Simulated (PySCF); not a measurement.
C6H13Al (SMILES C=[CH][Al]([CH2]C)[CH2]C), singlet, geometry from GFN2-xTB (such geometries of metal compounds can be far from the true shape), with bond 5-2 at 1.4 times its length; CASSCF(4,4)/STO-3G run with PySCF.

PySCF was given this input:
```python
from pyscf import gto, scf, mcscf
import numpy

mol = gto.M(
    atom='''
Al   -0.04355464   -0.01773900    0.21647265
C     0.94626582    0.19420985    1.95082908
C     1.43732012    1.63342925    2.19746651
H     1.82185079   -0.47166734    2.00167864
H     0.05597944   -0.21914523    3.13929192
H     0.59593762    2.32407908    2.24270273
H     2.09150222    1.96087063    1.38986194
H     1.99080888    1.71032558    3.13441040
C     0.95940141   -0.06769484   -1.52419050
C     0.90596237   -1.43729636   -2.22625577
H     2.01679513    0.19385861   -1.36190204
H     0.58404745    0.68857952   -2.23020699
H    -0.12465600   -1.74015463   -2.40713579
H     1.37025498   -2.20414609   -1.60713160
H     1.42615244   -1.41395091   -3.18500557
C    -2.02577469   -0.15749894    0.21811013
C    -2.70871715   -0.18493725   -0.92695115
H    -2.61295068   -0.20570596    1.13895880
H    -3.78884893   -0.25438089   -0.98237285
H    -2.20177757   -0.13732710   -1.88178324
''',
    basis='sto-3g',
    verbose=4,
)

mf = scf.RHF(mol)
mf.kernel()
mc = mcscf.CASSCF(mf, 4, 4)
mc.fix_spin_(ss=0.0)
mc.kernel()
occ = numpy.linalg.eigvalsh(mc.fcisolver.make_rdm1(mc.ci, mc.ncas, mc.nelecas))[::-1]
ss = mc.fcisolver.spin_square(mc.ci, mc.ncas, mc.nelecas)[0]
print('natural occupations', occ.round(4), ' <S^2>', round(ss, 4))
```

The log (banner, timings and long lists left out):

```
PySCF version 2.14.0

[INPUT] verbose = 4
[INPUT] num. atoms = 20
[INPUT] num. electrons = 62
[INPUT] charge = 0
[INPUT] spin (= nelec alpha-beta = 2S) = 0
[INPUT] symmetry False subgroup None
[INPUT] Mole.unit = angstrom
[INPUT] Symbol           X                Y                Z      unit          X                Y                Z       unit  Magmom
[INPUT]  1 Al    -0.043554640000  -0.017739000000   0.216472650000 AA   -0.082306341054  -0.033521851724   0.409074021959 Bohr   0.0
[INPUT]  2 C      0.946265820000   0.194209850000   1.950829080000 AA    1.788183240837   0.367003427193   3.686532677037 Bohr   0.0
[INPUT]  3 C      1.437320120000   1.633429250000   2.197466510000 AA    2.716141380127   3.086733926354   4.152609871804 Bohr   0.0
[INPUT]  4 H      1.821850790000  -0.471667340000   2.001678640000 AA    3.442799032922  -0.891322094502   3.782624418992 Bohr   0.0
[INPUT]  5 H      0.055979440000  -0.219145230000   3.139291920000 AA    0.105785810207  -0.414124466205   5.932401953860 Bohr   0.0
[INPUT]  6 H      0.595937620000   2.324079080000   2.242702730000 AA    1.126158889125   4.391872953031   4.238093938514 Bohr   0.0
[INPUT]  7 H      2.091502220000   1.960870630000   1.389861940000 AA    3.952366384720   3.705508456403   2.626458417557 Bohr   0.0
[INPUT]  8 H      1.990808880000   1.710325580000   3.134410400000 AA    3.762083549552   3.232046930038   5.923177217988 Bohr   0.0
[INPUT]  9 C      0.959401410000  -0.067694840000  -1.524190500000 AA    1.813005908422  -0.127924707646  -2.880302606664 Bohr   0.0
[INPUT] 10 C      0.905962370000  -1.437296360000  -2.226255770000 AA    1.712020758462  -2.716096480234  -4.207013688533 Bohr   0.0
[INPUT] 11 H      2.016795130000   0.193858610000  -1.361902040000 AA    3.811190445057   0.366339679789  -2.573621864086 Bohr   0.0
[INPUT] 12 H      0.584047450000   0.688579520000  -2.230206990000 AA    1.103689724251   1.301226707784  -4.214480412191 Bohr   0.0
[INPUT] 13 H     -0.124656000000  -1.740154630000  -2.407135790000 AA   -0.235565699784  -3.288415665094  -4.548827387739 Bohr   0.0
[INPUT] 14 H      1.370254980000  -2.204146090000  -1.607131600000 AA    2.589406633021  -4.165232448631  -3.037038570134 Bohr   0.0
[INPUT] 15 H      1.426152440000  -1.413950910000  -3.185005570000 AA    2.695037523480  -2.671979973480  -6.018788232514 Bohr   0.0
[INPUT] 16 C     -2.025774690000  -0.157498940000   0.218110130000 AA   -3.828159354176  -0.297629861509   0.412168410693 Bohr   0.0
[INPUT] 17 C     -2.708717150000  -0.184937250000  -0.926951150000 AA   -5.118733562412  -0.349480752730  -1.751683804351 Bohr   0.0
[INPUT] 18 H     -2.612950680000  -0.205705960000   1.138958800000 AA   -4.937761162196  -0.388727926591   2.152320199163 Bohr   0.0
[INPUT] 19 H     -3.788848930000  -0.254380890000  -0.982372850000 AA   -7.159886805051  -0.480710213423  -1.856415638708 Bohr   0.0
[INPUT] 20 H     -2.201777570000  -0.137327100000  -1.881783240000 AA   -4.160756594510  -0.259510608481  -3.556054949397 Bohr   0.0

nuclear repulsion = 330.344575105772
number of shells = 36
number of NR pGTOs = 156
number of NR cGTOs = 52
basis = sto-3g
ecp = {}

******** <class 'pyscf.scf.hf.RHF'> ********
method = RHF
initial guess = minao
damping factor = 0
level_shift factor = 0
DIIS = <class 'pyscf.scf.diis.CDIIS'>
diis_start_cycle = 1
diis_space = 8
diis_damp = 0
SCF conv_tol = 1e-09
SCF conv_tol_grad = None
SCF max_cycles = 50
direct_scf = True
direct_scf_tol = 1e-13
Set gradient conv threshold to 3.16228e-05
Initial guess from minao.
init E= -471.219975362515
  HOMO = -0.231435544965007  LUMO = 0.0967018970498625  gap/eV = 8.92907
cycle= 1 E= -470.883743272651  delta_E= 0.336  |g|= 0.33  |ddm|=  5.1
  HOMO = -0.263788505659132  LUMO = 0.290202361674614  gap/eV = 15.07486
cycle= 2 E= -470.93096335871  delta_E= -0.0472  |g|= 0.106  |ddm|= 0.642
  HOMO = -0.29342057295038  LUMO = 0.274372589482833  gap/eV = 15.45044
cycle= 3 E= -470.93515133291  delta_E= -0.00419  |g|= 0.0422  |ddm|= 0.199
  HOMO = -0.293772029452099  LUMO = 0.274129801851669  gap/eV = 15.45340
cycle= 4 E= -470.935849431062  delta_E= -0.000698  |g|= 0.00743  |ddm|= 0.0737
  HOMO = -0.292821876059269  LUMO = 0.274872019979598  gap/eV = 15.44774
cycle= 5 E= -470.935868020395  delta_E= -1.86e-05  |g|= 0.00176  |ddm|= 0.0113
  HOMO = -0.293091110793023  LUMO = 0.275091759172425  gap/eV = 15.46104
cycle= 6 E= -470.935870067818  delta_E= -2.05e-06  |g|= 0.000734  |ddm|= 0.0039
  HOMO = -0.29311485904642  LUMO = 0.274965420206475  gap/eV = 15.45825
cycle= 7 E= -470.935870379199  delta_E= -3.11e-07  |g|= 0.000189  |ddm|= 0.00172
  HOMO = -0.29315537446008  LUMO = 0.274946302670788  gap/eV = 15.45883
cycle= 8 E= -470.935870400558  delta_E= -2.14e-08  |g|= 4.89e-05  |ddm|= 0.000454
  HOMO = -0.29315071158382  LUMO = 0.274953667650125  gap/eV = 15.45891
cycle= 9 E= -470.935870402065  delta_E= -1.51e-09  |g|= 1.05e-05  |ddm|= 0.000122
  HOMO = -0.293149076707554  LUMO = 0.274954936129409  gap/eV = 15.45890
cycle= 10 E= -470.935870402157  delta_E= -9.28e-11  |g|= 3.05e-06  |ddm|= 2.89e-05
  HOMO = -0.293149079106583  LUMO = 0.274955338933947  gap/eV = 15.45891
Extra cycle  E= -470.935870402166  delta_E= -8.41e-12  |g|= 1.31e-06  |ddm|= 6.09e-06
converged SCF energy = -470.935870402166

******** <class 'pyscf.mcscf.mc1step.CASSCF'> ********
CAS (2e+2e, 4o), ncore = 29, nvir = 19
max_cycle_macro = 50
max_cycle_micro = 4
conv_tol = 1e-07
conv_tol_grad = None
orbital rotation max_stepsize = 0.02
orbital rotation threshold for CI restart = 0.01
augmented hessian ah_max_cycle = 30
augmented hessian ah_conv_tol = 1e-12
augmented hessian ah_linear dependence = 1e-14
augmented hessian ah_level shift = 1e-08
augmented hessian ah_start_tol = 2.5
augmented hessian ah_start_cycle = 3
augmented hessian ah_grad_trust_region = 3
kf_trust_region = 3
kf_interval = 4
ci_response_space = 4
ci_grad_trust_region = 3
with_dep4 0
natorb = False
canonicalization = True
sorting_mo_energy = False
ao2mo_level = 2
internal_rotation = False
******** <class 'pyscf.fci.addons.SpinPenaltyFCISolver'> ********
max. cycles = 50
conv_tol = 1e-08
davidson only = True
linear dependence = 1e-12
level shift = 0.001
max iter space = 12
nroots = 1
pspace_size = 400
spin = None
CASCI E = -470.944655718870  S^2 = 0.0000000
Set conv_tol_grad to 0.000316228
macro iter   1 ( 21 JK    4 micro), CASSCF E = -470.963364418178  dE = -1.87086993e-02  S^2 = 0.0000000
               |grad[o]|=0.0214  |grad[c]|=0.023  |ddm|=0.0567  |maxRot[o]|=0.314
macro iter   2 ( 21 JK    4 micro), CASSCF E = -470.977858282478  dE = -1.44938643e-02  S^2 = 0.0000000
               |grad[o]|=0.0336  |grad[c]|=0.0233  |ddm|=0.0369  |maxRot[o]|=0.301
macro iter   3 ( 21 JK    4 micro), CASSCF E = -471.002457039718  dE = -2.45987572e-02  S^2 = 0.0000000
               |grad[o]|= 0.03  |grad[c]|=0.0297  |ddm|= 0.04  |maxRot[o]|=0.313
macro iter   4 ( 21 JK    4 micro), CASSCF E = -471.017019886010  dE = -1.45628463e-02  S^2 = 0.0000000
               |grad[o]|=0.0338  |grad[c]|=0.0351  |ddm|=0.0216  |maxRot[o]|=0.221
macro iter   5 ( 13 JK    4 micro), CASSCF E = -471.018756190887  dE = -1.73630488e-03  S^2 = 0.0000000
               |grad[o]|=0.013  |grad[c]|=0.00606  |ddm|=0.0044  |maxRot[o]|=0.113
macro iter   6 (  6 JK    2 micro), CASSCF E = -471.018809840904  dE = -5.36500172e-05  S^2 = 0.0000000
               |grad[o]|=0.00251  |grad[c]|=0.000204  |ddm|=7.01e-05  |maxRot[o]|=0.018
macro iter   7 (  3 JK    1 micro), CASSCF E = -471.018809896635  dE = -5.57303110e-08  S^2 = 0.0000000
               |grad[o]|=9.18e-05  |grad[c]|=2.07e-05  |ddm|=2.58e-05  |maxRot[o]|=0.000531
1-step CASSCF converged in   7 macro (106 JK  23 micro) steps
CASSCF canonicalization
Density matrix diagonal elements [1.88163517 1.91099946 0.11735488 0.09001049]
CASSCF energy = -471.018809896635
CASCI E = -471.018809896635  E(CI) = -3.02130157981230  S^2 = 0.0000000
natural occupations [1.9118 1.881  0.119  0.0882]  <S^2> 0.0
```
